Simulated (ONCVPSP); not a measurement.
# Before and after: ONCV potential for Br

- Element: Br
- Generator: ONCVPSP 4.0.1
- Type: optimised norm-conserving Vanderbilt (ONCV)
- Functional: LDA (Perdew-Zunger)
- Relativity: scalar-relativistic
- Frozen core: [Ne] 3s2
- Valence charge: 23
- Reference configuration: 3p6 3d10 4s2 4p5
- Partial waves: 4s: rc 1.25 bohr, ncon 4, nbas 7, qcut 4.6 1/bohr, 3 projectors, debl 1.3 Ha; 3p+4p: rc 1.10 bohr, ncon 3, nbas 6, qcut 12.8 1/bohr, 3 projectors, debl 3.6 Ha; 3d: rc 0.55 bohr, ncon 3, nbas 6, qcut 16.4 1/bohr, 2 projectors, debl 3.6 Ha
- Local potential: polynomial inside 0.55 bohr (lpopt 5, dvloc0 2 Ha)
- Core correction: Teter function, fcfact 1.75, rcfact 1.6

All-electron outer shells of the reference configuration (LDA (Perdew-Zunger), scalar-relativistic, ld1.x):

| shell | level (eV) | outermost node (bohr) | outermost maximum (bohr) |
| --- | --- | --- | --- |
| 2p | -1527.86 | – | 0.13 |
| 3s | -237.20 | 0.23 | 0.48 |
| 3p | -173.21 | 0.21 | 0.48 |
| 3d | -67.00 | – | 0.43 |
| 4s | -20.32 | 0.67 | 1.41 |
| 4p | -8.01 | 0.70 | 1.66 |

Change: all radii but the core radius scaled by about 0.92 (s 1.16, p 1.02, d 0.50 bohr); local potential polynomial inside 0.50 bohr (lpopt 5, dvloc0 2 Ha).

Cutoffs: the cutoffs (Ha) at which the residual kinetic energy of the hardest occupied pseudo-wave falls to 1 and 0.1 mHa per electron; they do not see the model core or the augmentation charge, which bear on the density cutoff. Errors are all-electron minus pseudo energies relative to the spin-unpolarised reference configuration.

Question: What does the change do?

Answer: Both files keep a bound ghost (s); of the 4 tests that both files solve, the error grows in 3 and shrinks in 0 by more than 15 % and 0.3 meV (median size 7.9 → 16.0 meV). That the errors move this way runs against the usual rule that smaller radii transfer better.

| quantity | base | changed |
| --- | --- | --- |
| bound ghosts | s | s |
| GHOST(+) flags under 300 eV | none | none |
| error for 3p6 3d10 4s2 4p4, meV [ΔE 12.71 eV] | -2.4 | -8.8 |
| error for 3p6 3d10 4s2 4p3, meV [ΔE 35.65 eV] | -7.4 | -23 |
| error for 3p6 3d10 4s2 4p2, meV [ΔE 69.87 eV] | -16 | -44 |
| error for 3p6 3d10 4s1 4p5, meV [ΔE 25.75 eV] | -8.3 | -8.4 |
| rms error of d²Exc/dni dnj with the model core, mHa | 2.84 | 2.87 |

 A true bound ghost makes a file unfit for plane-wave use even where its test errors are small: the radial tests pick states by their node count and pass the ghost by.
